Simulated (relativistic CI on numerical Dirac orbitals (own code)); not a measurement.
How well does a small relativistic CI reproduce Hg?

Method of calculation: Dirac-Coulomb-Breit CI, orbitals from a KLI potential per configuration, a model potential for QED, valence Slater integrals scaled by 0.85, P86 correlation energy added to each configuration (own radial code, finite nucleus).

CI space (outside the closed core [Xe] 4f14): 5d¹⁰6s², 5d¹⁰6s6p, 5d¹⁰6s7s, 5d⁹6s²6p, 5d¹⁰6s7p, 5d¹⁰6s6d, 5d¹⁰6s8s, 5d¹⁰6s8p, 5d¹⁰6s5f, 5d¹⁰6s7d, 5d¹⁰6s9s, 5d¹⁰6s9p, 5d¹⁰6s5g, 5d¹⁰6s6f, 5d¹⁰6s8d, 5d¹⁰6s9d, 5d¹⁰6p², 5d⁹6p³, 5d¹⁰6d², 5d⁹6p6d². Double excitations out of closed p, d and f shells are left out; levels of such configurations are missing from the list, as are those of other unlisted configurations, and high levels can miss mixing partners.

```csv
Configuration,Term (tabulated),J,Measured (cm⁻¹),Computed,Error,Purity (%)
5d¹⁰6s²,1S,0,0.0,0,0,97
5d¹⁰6s6p,3P°,0,37645.1,31136,-6509,99
5d¹⁰6s6p,3P°,1,39412.3,32959,-6454,97
5d¹⁰6s6p,3P°,2,44043.0,36876,-7167,97
5d¹⁰6s6p,1P°,1,54068.8,48977,-5091,87
5d¹⁰6s7s,3S,1,62350.5,55165,-7185,100
5d¹⁰6s7s,1S,0,63928.2,56734,-7194,99
5d¹⁰6s7p,3P°,0,69516.7,62282,-7235,100
5d¹⁰6s7p,3P° †,1,69661.9,62452,-7209,96
5d¹⁰6s7p,3P° †,2,71207.5,62697,-8510,92
5d¹⁰6s7p,1P°,1,71295.1,65030,-6265,83
5d¹⁰6s6d,"(1/2,3/2) †",2,71333.2,63715,-7619,98
5d¹⁰6s6d,"(1/2,3/2) †",1,71336.2,63903,-7433,100
5d¹⁰6s6d,"(1/2,5/2)",2,71396.2,63922,-7474,100
5d¹⁰6s6d,"(1/2,5/2)",3,71431.3,63955,-7476,100
```

Measured levels from NIST Handbook of Basic Atomic Spectroscopic Data (Sansonetti and Martin, J. Phys. Chem. Ref. Data 34, 1559 (2005)); pairs were made by configuration, J and term (by order where the table uses no LS term), so strongly mixed levels may be paired wrongly.

Mean error by configuration (cm⁻¹): 5d¹⁰6s6p -6305; 5d¹⁰6s7s -7190; 5d¹⁰6s7p -6750; 5d¹⁰6s6d -7475. Over the excited levels the mean absolute error is 6805 cm⁻¹ (14 of the 15 excited levels that our extract of the source holds in range could be paired, and the others can miss by more), and the median relative error of those above 1,000 cm⁻¹ is 11 %. † marks terms whose computed intervals miss the measured ones by more than a factor of 2.5, or configurations far off the rest, from wrong mixing, a near crossing or a doubtful label or measurement; they are left out of the means.

Transition probabilities of persistent lines. The last column rescales the computed rate by the cube of measured over computed energy:

| λ measured (Å) | Lower | Upper | A tabulated (s⁻¹) | A computed | A rescaled |
| --- | --- | --- | --- | --- | --- |
| 1849.50 vacuum | 5d¹⁰6s² ¹S0 | 5d¹⁰6s6p ¹P°1 | 7.46e+08 | 7.13e+08 | 9.60e+08 |
| 2536.52 air | 5d¹⁰6s² ¹S0 | 5d¹⁰6s6p ³P°1 | 8.00e+06 | 2.31e+06 | 3.96e+06 |
| 2967.28 air | 5d¹⁰6s6p ³P°0 | 5d¹⁰6s6d (1/2,3/2)1 | 4.50e+07 | 9.09e+07 | 9.88e+07 |
| 3650.15 air | 5d¹⁰6s6p ³P°2 | 5d¹⁰6s6d (1/2,5/2)3 | 1.30e+08 | 1.47e+08 | 1.52e+08 |
| 4046.56 air | 5d¹⁰6s6p ³P°0 | 5d¹⁰6s7s ³S1 | 2.10e+07 | 2.02e+07 | 2.20e+07 |
| 4358.33 air | 5d¹⁰6s6p ³P°1 | 5d¹⁰6s7s ³S1 | 5.57e+07 | 5.61e+07 | 6.19e+07 |
| 5460.73 air | 5d¹⁰6s6p ³P°2 | 5d¹⁰6s7s ³S1 | 4.87e+07 | 7.49e+07 | 7.51e+07 |
| 10139.76 air | 5d¹⁰6s6p ¹P°1 | 5d¹⁰6s7s ¹S0 | 2.71e+07 | 2.78e+07 | 5.71e+07 |
